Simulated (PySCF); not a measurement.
# Dipole response of C (carbon, neutral)

[He] 2s2 2p2, high-spin 3P determinant. All numbers are calculated (PySCF 2.14, the non-relativistic Hamiltonian (point nucleus), in aug-cc-pwCVQZ (9s8p6d4f2g, 109 functions)). Coupled (time-dependent) response in atomic units; α is the mean over directions.

```json
{"method": "UHF", "mean α (bohr³)": "11.97", "α xx, yy, zz": "10.91, 12.51, 12.51", "C₆ (like pair)": "46.36", "S(−4)": "95.28"}
{"method": "PBE", "mean α (bohr³)": "13.47", "α xx, yy, zz": "11.42, 14.50, 14.50", "C₆ (like pair)": "54.78", "S(−4)": "112.5"}
{"method": "PBE0", "mean α (bohr³)": "12.69", "α xx, yy, zz": "11.00, 13.54, 13.54", "C₆ (like pair)": "50.83", "S(−4)": "95.33"}
```

S(−4) is the Cauchy moment in α(ω) = α(0) + S(−4) ω² + …

Reference α: 11.3 ± 0.4 bohr³ (recommended; Schwerdtfeger and Nagle, table of static dipole polarizabilities (2023 update)). Published C₆: 46.60 (Chu and Dalgarno (2004); Tang, Norbeck and Certain (1976)).

α(iu) at UHF:

| u (hartree) | α(iu) (bohr³) |
| --- | --- |
| 0 | 11.97 |
| 0.0500 | 11.74 |
| 0.100 | 11.14 |
| 0.200 | 9.447 |
| 0.300 | 7.740 |
| 0.500 | 5.169 |
| 0.750 | 3.302 |
| 1.00 | 2.259 |
| 1.50 | 1.233 |
| 2.00 | 0.7720 |
| 3.00 | 0.3847 |
| 5.00 | 0.1546 |

A single London oscillator, α(iu) = α/(1 + u²/ω²), gives C₆ = (3/4) ω α². Matching the computed C₆ needs ω = 4 × 46.36 / (3 × 11.97²) = 0.431 hartree.

The components differ because the open shell of this determinant is not spherical; for a pure term their mean is the scalar polarisability.
